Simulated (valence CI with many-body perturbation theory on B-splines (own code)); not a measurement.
The numbers below are computed, except where a source is named.
**Dy XLVI: magnetic and hyperfine properties of the levels**

Level of theory: configuration interaction combined with many-body perturbation theory (CI+MBPT): three valence electrons over a frozen Dirac-Fock core [Ar], radial functions for each j: 7 s, 7 p, 8 d, 6 f, 4 g, 1 h, with the one-electron correlation potential Σ1 (screened to all orders), the two-electron term Σ2, the three-electron term Σ3, Breit, model QED; selected single and double excitations, second order for the rest, scaled by the run's own slope (own B-spline code, finite nucleus).

The last digits are not significant, and no measured levels were compared; by estimate large intervals hold to a few tenths of a per cent, small ones and those within an open d or f shell to about a per cent. Only levels of the ground parity were solved; by the run's estimate the other parity begins above the list, which can be wrong where configurations are misplaced.

A/g_I is the dipole constant over the nuclear g factor μ/I (μ in nuclear magnetons, uniformly magnetised nucleus), B/Q the quadrupole constant per barn. Both hold the static response of the core; the bare values leave it out. Large factors of s and p1/2 electrons are usually good to 5 to 10 %; those of open d and f shells near neutrality can be off by tens of per cent, and small factors of p3/2, d and f electrons come from cancelling terms and can be off by a factor of two or in sign, in half-filled shells by more. B is blank for J = 1/2, where it vanishes, and for nearly pure S terms. Energies count from the lowest level.

Levels are named by their leading jj configuration (3d3/2^4 stands for four electrons in 3d with j = 3/2), which in mixed levels can hold well under half, so a name can repeat and another be missing. Letters in brackets count levels of one name in rising energy.

| Level | E (cm⁻¹) | g | A/g_I (MHz) | A/g_I bare | B/Q (MHz/b) | B/Q bare |
| --- | --- | --- | --- | --- | --- | --- |
| (3d3/2^3) J=3/2 | 0 | 0.687 | 70600 | 70000 | -39300 | -39900 |
| (3d3/2^2 3d5/2) J=5/2 [a] | 287530 | 1.049 | 40100 | 40300 | -20900 | -21300 |
| (3d3/2^2 3d5/2) J=3/2 | 334480 | 1.192 | 32100 | 32500 | -10200 | -10300 |
| (3d3/2^2 3d5/2) J=7/2 | 355480 | 1.051 | 43100 | 43300 | 14200 | 14400 |
| (3d3/2^2 3d5/2) J=9/2 | 360200 | 1.048 | 44800 | 44900 | 46800 | 47400 |
| (3d3/2^2 3d5/2) J=1/2 | 370350 | 1.841 | -31000 | -29200 |  |  |
| (3d3/2^2 3d5/2) J=5/2 [b] | 520600 | 1.295 | 24600 | 25300 | 65800 | 66700 |
| (3d3/2 3d5/2^2) J=7/2 [a] | 639220 | 1.097 | 33500 | 33800 | -1480 | -1510 |
| (3d3/2 3d5/2^2) J=9/2 | 668510 | 1.133 | 34100 | 34500 | 15800 | 15900 |
| (3d3/2 3d5/2^2) J=3/2 [a] | 704450 | 1.122 | 38300 | 38600 | -42400 | -43000 |
| (3d3/2 3d5/2^2) J=1/2 | 724360 | 1.479 | -12000 | -10900 |  |  |
| (3d3/2 3d5/2^2) J=11/2 | 737270 | 1.082 | 38500 | 38800 | 90000 | 91200 |
| (3d3/2 3d5/2^2) J=5/2 [a] | 743900 | 1.238 | 14900 | 15400 | 54700 | 55400 |
| (3d3/2 3d5/2^2) J=5/2 [b] | 792500 | 1.106 | 39700 | 40000 | -16800 | -17000 |
| (3d3/2 3d5/2^2) J=7/2 [b] | 803860 | 1.095 | 39300 | 39500 | 18000 | 18300 |
| (3d3/2 3d5/2^2) J=3/2 [b] | 928950 | 0.949 | 58900 | 58900 | 50500 | 51200 |
| (3d5/2^3) J=9/2 | 1017000 | 1.147 | 28300 | 28700 | 9650 | 9790 |
| (3d5/2^3) J=3/2 | 1121000 | 1.070 | 33300 | 33500 | 10300 | 10400 |
| (3d5/2^3) J=5/2 | 1189700 | 1.155 | 28400 | 28800 | 9530 | 9660 |

**Question.** Take the isotope of mass number 161, with I = 5/2, μ = -0.479 μN and Q = 2.51 b. What is the hyperfine structure of (3d3/2^2 3d5/2) J=1/2?

**Answer.** From the table A = 5940 MHz. Shifts from the centre of gravity in MHz: F = 2: -10400, F = 3: 7420.
